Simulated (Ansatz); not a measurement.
Start from `[O]=[W](=[O])([Cl])[Cl]` and change one atom or group to get `[O]=[W](=[O])([OH])[Cl]`.

Ansatz, PBE0-D4/def2-TZVP geometries, multiplicity 1. Each molecule was computed in one conformer, which needn't be the lowest.

Elements past krypton have def2 core potentials.

```csv
property,`[O]=[W](=[O])([Cl])[Cl]`
HOMO–LUMO gap (PBE0/def2-TZVPP) / eV,6.44
LUMO energy (PBE/def2-TZVPP) / eV,-3.94
LUMO energy (ωB97M-V/def2-TZVPP) / eV,-1.22
HOMO–LUMO gap (PBE/def2-TZVPP) / eV,4.14
HOMO energy (B3LYP/def2-TZVPP) / eV,-9.43
LUMO energy (PBE0/def2-TZVPP) / eV,-3.27
```

Task: What does the change do to each property? (An estimate is asked.)

Result: Computed: 
| property | `[O]=[W](=[O])([OH])[Cl]` | shift |
| --- | --- | --- |
| HOMO–LUMO gap (PBE0/def2-TZVPP) / eV | 6.97 | 0.53 |
| LUMO energy (PBE/def2-TZVPP) / eV | -3.09 | 0.85 |
| LUMO energy (ωB97M-V/def2-TZVPP) / eV | -0.24 | 0.98 |
| HOMO–LUMO gap (PBE/def2-TZVPP) / eV | 4.61 | 0.47 |
| HOMO energy (B3LYP/def2-TZVPP) / eV | -9.06 | 0.37 |
| LUMO energy (PBE0/def2-TZVPP) / eV | -2.36 | 0.91 |

With PBE0 the HOMO rises by 0.38 eV and the LUMO rises by 0.91 eV, so the gap widens by about 0.53 eV. PBE moves the HOMO by 0.38 eV and ωB97M-V by 0.38 eV. The zero-point energy changes by 31.1 kJ/mol with +3 modes.

B3LYP here is the variant with VWN-RPA as its local correlation; programs differ in this.
